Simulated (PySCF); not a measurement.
# How methods differ on the excitation energy of Sc

Sc [Ar] 3d1 4s2 (2D) → Sc [Ar] 3d1 4s1 4p1 (high-spin determinant), as a difference of total energies. Calculation: PySCF 2.14, in x2c-QZVPPall (11s7p5d3f2g, 96 functions); scalar relativity by spin-free X2C-1e. Correlated levels: valence: [Ar] frozen. The calculations carry no spin-orbit coupling.

```tsv
method	excitation energy (eV)
UHF	0.957
MP2 (valence)	1.605
SCS-MP2 (valence)	1.804
CCSD (valence)	1.780
CCSD(T) (valence)	1.808
```

**Question.** How much does correlation contribute at CCSD(T) (valence)?

**Answer.** 1.808 − (0.957) = 0.851 eV, measured against UHF.

The basis was made for the ground configuration and has no added diffuse functions, so the excitation energy can come out too high.

The determinant of the upper state mixes LS terms, which raises its energy above the lowest term, most at the Hartree-Fock and MP2 levels.
